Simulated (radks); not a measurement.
Cd4+, 44 electrons, occupied as [Ar] 3d10 4s1 4p6 4d9 (not the ground configuration). Calculated with a radial shooting solver on a logarithmic mesh with Libxc functionals: Dirac Kohn-Sham, PBE, spin-unpolarised, spherical densities, finite nucleus; open shells fill j = l - 1/2 first; Fermi nuclear charge, rms radius 4.6087 fm.

Unscreened Slater integrals over Kohn-Sham orbitals (hartree). Large and small components are both included. Empty in this configuration: 5s1/2.

integral,value
"F0(4d5/2,4d5/2)",0.78920
"F2(4d5/2,4d5/2)",0.39943
"F4(4d5/2,4d5/2)",0.26385
"F0(4d5/2,4d3/2)",0.79313
"F2(4d5/2,4d3/2)",0.40132
"G2(4d5/2,4d3/2)",0.40106
"G4(4d5/2,4d3/2)",0.26496
"F0(4d5/2,4p3/2)",0.85810
"F2(4d5/2,4p3/2)",0.43306
"G1(4d5/2,4p3/2)",0.54927
"G3(4d5/2,4p3/2)",0.33863
"F0(4d5/2,4p1/2)",0.86816
"G3(4d5/2,4p1/2)",0.33686
"F0(4d5/2,5s1/2)",0.50877
"G2(4d5/2,5s1/2)",0.078579
"F0(4d3/2,4d3/2)",0.79713
"F2(4d3/2,4d3/2)",0.40331
"F0(4d3/2,4p3/2)",0.86321
"F2(4d3/2,4p3/2)",0.43660
"G1(4d3/2,4p3/2)",0.55450
"G3(4d3/2,4p3/2)",0.34202
"F0(4d3/2,4p1/2)",0.87349
"G1(4d3/2,4p1/2)",0.55364
"F0(4d3/2,5s1/2)",0.50964
"G2(4d3/2,5s1/2)",0.076578
"F0(4p3/2,4p3/2)",0.94879
"F2(4p3/2,4p3/2)",0.49871
"F0(4p3/2,4p1/2)",0.96269
"G2(4p3/2,4p1/2)",0.50429
"F0(4p3/2,5s1/2)",0.52349
"G1(4p3/2,5s1/2)",0.041336
"F0(4p1/2,4p1/2)",0.97741
"F0(4p1/2,5s1/2)",0.52553
"G1(4p1/2,5s1/2)",0.039651
"F0(5s1/2,5s1/2)",0.42414
